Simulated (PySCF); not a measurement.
**Where the electron goes**

Species: C2H10Si2.
Cartesian coordinates in Å at the GFN2-xTB level; atoms count from 1:
```
atom  x, y, z in Å
C1     0.079    1.401   -0.836
C2    -0.040    0.298    0.218
Si3   -1.611   -0.742   -0.066
Si4    1.552   -0.746    0.289
H5    -0.806    2.037   -0.841
H6     0.189    0.974   -1.831
H7     0.946    2.033   -0.646
H8    -0.149    0.786    1.194
H9    -2.783    0.140   -0.093
H10   -1.517   -1.440   -1.351
H11   -1.767   -1.713    1.018
H12    1.459   -1.720    1.377
H13    2.701    0.134    0.527
H14    1.745   -1.440   -0.987
```

Method used: PySCF 2.14.0, density-fitted response routines, TDDFT PBE0/def2-SVPD, vertical, gas phase, core orbitals frozen in the response.

Kohn–Sham orbitals with the atoms that hold most of them (Löwdin shares over 4%, at most four atoms; ? is withheld):

```
orbital  ε (eV)                              atoms
 HOMO-3   -9.52  Si4 17%, Si3 15%, H12 13%, C2 12%
 HOMO-2   -9.51  Si3 22%, Si4 20%, H11 14%, H9 12%
 HOMO-1   -8.88   C2 28%, Si3 13%, Si4 13%, C1 11%
   HOMO   -8.19                                  ?
   LUMO    0.22                                  ?
 LUMO+1    0.75  Si4 26%, Si3 26%, H9 11%, H13 11%
 LUMO+2    0.91   Si4 24%, Si3 23%, H12 7%, H11 7%
```

**Question.** Give the leading atoms of the HOMO.

**Answer.** C2 (bonded to C, 2 Si and H) 35%; Si3 (bonded to C and 3 H) 15%; Si4 (bonded to C and 3 H) 15%; C1 (bonded to C and 3 H) 10%. By element: carbon 45%, silicon 30%.

**Question.** Give the leading atoms of the LUMO.

**Answer.** Si4 (bonded to C and 3 H) 19%; Si3 (bonded to C and 3 H) 19%; C1 (bonded to C and 3 H) 9%; C2 (bonded to C, 2 Si and H) 8%. By element: silicon 39%, carbon 17%.

**Question.** How does S1 compare with the orbital gap of 8.42 eV?

**Answer.** S1 is at 7.23 eV (f = 0.024), 1.19 eV below the gap, made of HOMO→LUMO (99%). 

**Question.** Give energy, strength and leading configuration of S1 and S3, and follow the Löwdin shares of the leading atoms from the occupied to the empty orbital.

**Answer.** 
- S1 (7.23 eV, f 0.024), HOMO→LUMO (99%): C2 35% → 8%, Si3 15% → 19%, Si4 15% → 19%
- S3 (7.90 eV, f 0.0013), HOMO-1→LUMO (97%): C2 28% → 8%, Si3 13% → 19%, Si4 13% → 19%

Löwdin shares depend on the basis, the more so with diffuse functions.

The run took 15 s of wall time on one thread, Arm Neoverse V1 (aarch64) (shared host), and the process peaked at 0.77 GiB of memory.
